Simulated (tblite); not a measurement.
C2H8BrGeSi (doublet state).
Atom-mapped SMILES: `[CH3:1][SiH:2][CH2:3][GeH2:4][Br:5]` (hydrogens: H6, H7, H8 on C1; H9 on Si2; H10, H11 on C3; H12, H13 on Ge4)

Computed with GFN2-xTB (tblite), gas phase: L-BFGS steps from a force-field or distance-geometry start until the largest atomic force falls under 0.01 eV/Å.

Step 66: E = -437.4791 eV
```
atom  x, y, z in Å  |  force x, y, z in eV/Å
C1     -2.0555   -0.6857    0.2149   -0.028   0.031  -0.040
Si2    -0.7300    0.4144    1.0201   -0.001  -0.001  -0.014
C3      0.5770    1.0127   -0.2465   -0.007   0.000   0.009
Ge4     1.9550   -0.3575   -0.5737   -0.007   0.051   0.018
Br5     2.9229   -0.9153    1.4166   -0.006   0.005  -0.019
H6     -2.9230   -0.7275    0.8672    0.027  -0.079  -0.008
H7     -2.3854   -0.2594   -0.7313    0.021   0.003  -0.023
H8     -1.7255   -1.7030    0.0226    0.014   0.024   0.024
H9     -1.3437    1.6101    1.6134    0.012   0.048   0.040
H10     0.1045    1.2814   -1.1922    0.013  -0.005   0.042
H11     1.0612    1.9072    0.1489   -0.004  -0.032  -0.039
H12     3.1149    0.0852   -1.4536   -0.011  -0.018   0.004
H13     1.4235   -1.6623   -1.1241   -0.024  -0.027   0.005
```

Step 67: E = -437.4803 eV
```
atom  x, y, z in Å  |  force x, y, z in eV/Å
C1     -2.0352   -0.6974    0.2326   -0.080  -0.011  -0.019
Si2    -0.7335    0.4525    1.0103   -0.086   0.013   0.051
C3      0.5819    1.0282   -0.2543    0.025   0.014  -0.016
Ge4     1.9438   -0.3596   -0.5750    0.001   0.033   0.027
Br5     2.8444   -0.9856    1.4300   -0.007   0.016  -0.057
H6     -2.8807   -0.7958    0.9141    0.135  -0.046  -0.102
H7     -2.4150   -0.2657   -0.6949    0.029  -0.045   0.034
H8     -1.6630   -1.6971    0.0088   -0.014   0.121   0.038
H9     -1.3751    1.6564    1.5668    0.045  -0.007   0.001
H10     0.1184    1.3020   -1.2024   -0.008  -0.015   0.021
H11     1.0797    1.9176    0.1344   -0.006  -0.018  -0.007
H12     3.1321    0.0850   -1.4182   -0.025  -0.035   0.023
H13     1.3979   -1.6400   -1.1700   -0.008  -0.020   0.007
```

Step 68: E = -437.4816 eV
```
atom  x, y, z in Å  |  force x, y, z in eV/Å
C1     -2.0389   -0.6946    0.2275   -0.023   0.004  -0.009
Si2    -0.7336    0.4463    1.0100   -0.065   0.022   0.062
C3      0.5806    1.0266   -0.2531    0.023   0.005  -0.020
Ge4     1.9444   -0.3580   -0.5739   -0.008   0.024   0.000
Br5     2.8554   -0.9715    1.4258    0.012   0.006  -0.012
H6     -2.8847   -0.7877    0.9040    0.044  -0.036  -0.037
H7     -2.4101   -0.2672   -0.7026    0.000  -0.002  -0.022
H8     -1.6740   -1.6957    0.0111    0.032   0.040   0.014
H9     -1.3663    1.6476    1.5808    0.039  -0.003  -0.001
H10     0.1185    1.3002   -1.2012   -0.023  -0.011   0.005
H11     1.0769    1.9159    0.1355    0.002   0.001   0.007
H12     3.1272    0.0825   -1.4250   -0.017  -0.027   0.015
H13     1.4003   -1.6441   -1.1566   -0.015  -0.022  -0.001
```

Problem. Estimate the geometry and energy of step 69. (The exact step hangs on the optimiser's Hessian estimate; all steps are aligned on step 68, rigid shifts and turns removed.)

Solution. E = -437.4826 eV, largest force 0.078 eV/Å
```
atom  x, y, z in Å  |  force x, y, z in eV/Å
C1     -2.0334   -0.6964    0.2316    0.005  -0.003  -0.006
Si2    -0.7376    0.4590    1.0072   -0.047   0.023   0.058
C3      0.5804    1.0314   -0.2567    0.019   0.001  -0.007
Ge4     1.9401   -0.3569   -0.5743   -0.010   0.004  -0.006
Br5     2.8305   -0.9937    1.4265    0.020   0.011   0.000
H6     -2.8696   -0.8117    0.9145    0.010  -0.015  -0.015
H7     -2.4194   -0.2716   -0.6929   -0.011   0.005  -0.033
H8     -1.6527   -1.6895    0.0082    0.048   0.018  -0.004
H9     -1.3721    1.6620    1.5713    0.034   0.000  -0.006
H10     0.1224    1.3076   -1.2055   -0.032  -0.013  -0.001
H11     1.0821    1.9174    0.1312    0.000   0.021   0.018
H12     3.1315    0.0810   -1.4146   -0.019  -0.027   0.016
H13     1.3934   -1.6383   -1.1643   -0.017  -0.024  -0.015
```

The energy changes by -0.0010 eV. The first-order estimate −F·Δx gives -0.0014 eV and the mean of the old and new forces, exact on a quadratic surface, -0.0010 eV. The step makes an angle of 82° with the force vector and moves no atom by more than 0.033 Å.

The cost below is that of the whole relaxation. Time: 0.84 s wall. Hardware: one thread of an Arm Neoverse V1, shared host with 32 logical CPUs at a one-minute load of 19.
